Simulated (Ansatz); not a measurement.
Cost and result for the atomization energy of CH$_{6}$FGeNO, SMILES `[OH][GeH2][NH]CF` (11 atoms, 10 bonds).

```xyz
11

O    -1.6526   -1.0928    1.0791
Ge   -1.2725   -0.2064   -0.4133
N     0.1706    0.9203   -0.1847
C     1.4528    0.3600   -0.1303
F     1.6226   -0.5119    0.9722
H    -0.8558   -1.4620    1.4710
H    -0.8483   -1.1684   -1.5356
H    -2.5229    0.6231   -0.7056
H     0.0359    1.6654    0.4841
H     2.2239    1.1259   -0.0229
H     1.6463   -0.2531   -1.0141
```

The species carries charge 0 and has multiplicity 1. Correlated methods include outer-core shells of Ge, which these sets cover unevenly. Scalar relativity is left out up to krypton. The structure was optimised at the PBE0-D4/def2-TZVP level. It is one conformer, not always the lowest. Program: Ansatz. All runs use 4 threads of a server CPU on a shared host. Times are those of one run each, without the atoms' runs, and a repeat can differ threefold. Electronic energies, without spin–orbit coupling; frozen cores. CCSD(T)/CBS adds CCSD(T) − MP2 in def2-TZVPP to the MP2 limit, and its time is that of the two runs behind it. T1 = 0.012. With those shells the extrapolation isn't a true limit. B3LYP takes the VWN-RPA correlation (the form of Gaussian; ORCA's B3LYP/G).

CCSD(T)/CBS is a level of theory with its own doubt, some kJ/mol a heavy atom from the limit and from the frozen cores, so smaller differences don't rank the functionals.

| level | functions | wall time | atomization (kJ/mol) | difference from CCSD(T)/CBS | per bond |
| --- | --- | --- | --- | --- | --- |
| LDA (SPW92)/def2-TZVPP | 256 | 1.4 s | 4435.1 | 615.1 | 61.5 |
| PBE-D4/def2-TZVPP (with forces) | 256 | 2.9 s | 3881.8 | 61.8 | 6.2 |
| PBE0-D4/def2-TZVPP | 256 | 3.7 s | 3783.5 | -36.5 | -3.6 |
| CAM-B3LYP-D4/def2-TZVPP | 256 | 4.2 s | 3828.0 | 8.0 | 0.8 |
| B3LYP-D4/def2-TZVPP (with forces) | 256 | 5.5 s | 3795.0 | -25.0 | -2.5 |
| r2SCAN-D4/def2-TZVPP (with forces) | 256 | 6 s | 3801.3 | -18.7 | -1.9 |
| r2SCANh-D4/def2-TZVPP | 256 | 6 s | 3766.8 | -53.2 | -5.3 |
| ωB97X-V/def2-TZVPP | 256 | 9 s | 3827.2 | 7.2 | 0.7 |
| ωB97M-V/def2-TZVPP (with forces) | 256 | 14 s | 3807.7 | -12.3 | -1.2 |
| CCSD(T)/def2-SVP | 118 | 14 s | 3554.9 | -265.1 | -26.5 |
| MP2/def2-QZVPP | 497 | 31 s | 3844.6 | 24.6 | 2.5 |
| CCSD(T)/def2-TZVPP | 256 | 6 min | 3715.7 | -104.3 | -10.4 |
| CCSD(T)/CBS(def2) | – | 6.5 min | 3820.0 | 0.0 | 0.0 |

From r2SCAN to r2SCAN0 (25 % exact exchange), in def2-TZVPP and without D4, the atomization energy moves by −84.4 kJ/mol: exact exchange takes away binding that semilocal exchange gives to molecules. The D4 term adds +32.3 kJ/mol with B3LYP and +16.9 kJ/mol with PBE0; it sums over pairs of atoms, weighted by their polarisabilities, and B3LYP, whose exchange is more repulsive, gets the larger term. In def2-TZVPP, CCSD(T) changes the Hartree–Fock value by +1116.5 kJ/mol (the triples alone add +64.1 kJ/mol) and MP2 by +1183.8 kJ/mol; breaking electron pairs costs correlation energy, which Hartree–Fock lacks.
